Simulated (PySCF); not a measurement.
# Electron correlation in Ag+ (silver, charge +1)

[Kr] 4d10, closed-shell 1S. Calculation: PySCF 2.14, in def2-TZVP with the def2 core potential (28 electrons) (6s4p3d1f, 40 functions); a scalar-relativistic core potential. Frozen: 4s2 4p6; 10 electrons correlated.

Total MP2 correlation energy: -258.78 mhartree.

Same-spin part -95.38 and opposite-spin part -163.40 mhartree; SCS-MP2 scales them by 1/3 and 6/5 to -227.88 mhartree.

| level | correlation energy (mhartree) |
| --- | --- |
| CCSD | -248.25 |
| (T) | -3.09 |
| CCSD(T) | -251.34 |

Diagnostics: T1 = 0.0018, D1 = 0.0026, largest double amplitude 0.021.

Cost of the coupled-cluster step: 0.29 s of wall time on 1 thread of Neoverse-V1 (shared host), for 10 correlated electrons.

Iterations:

```
CC2 = 0
CCSD nocc = 5, nmo = 36
frozen orbitals [0, 1, 2, 3]
max_cycle = 100
direct = 0
conv_tol = 1e-08
conv_tol_normt = 1e-06
diis_space = 8
diis_start_cycle = 0
Init t2, MP2 energy = -146.142068254205  E_corr(MP2) -0.258780906563929
Init E_corr(CCSD) = -0.258780906564615
cycle = 1  E_corr(CCSD) = -0.246386778565558  dE = 0.012394128  norm(t1,t2) = 0.0136023
cycle = 2  E_corr(CCSD) = -0.248215922645498  dE = -0.00182914408  norm(t1,t2) = 0.00409833
cycle = 3  E_corr(CCSD) = -0.248184668809302  dE = 3.12538362e-05  norm(t1,t2) = 0.00109445
cycle = 4  E_corr(CCSD) = -0.248245260450988  dE = -6.05916417e-05  norm(t1,t2) = 0.00037817
cycle = 5  E_corr(CCSD) = -0.248249207422399  dE = -3.94697141e-06  norm(t1,t2) = 5.20929e-05
cycle = 6  E_corr(CCSD) = -0.248246050996932  dE = 3.15642547e-06  norm(t1,t2) = 8.2536e-06
cycle = 7  E_corr(CCSD) = -0.248245982043794  dE = 6.89531373e-08  norm(t1,t2) = 1.30173e-06
cycle = 8  E_corr(CCSD) = -0.248246065126084  dE = -8.308229e-08  norm(t1,t2) = 3.0206e-07
cycle = 9  E_corr(CCSD) = -0.248246065835719  dE = -7.09635212e-10  norm(t1,t2) = 2.94393e-08
CCSD converged
E(CCSD) = -146.1315334134767  E_corr = -0.2482460658357194
CCSD(T) correction = -0.00309117335816329
```
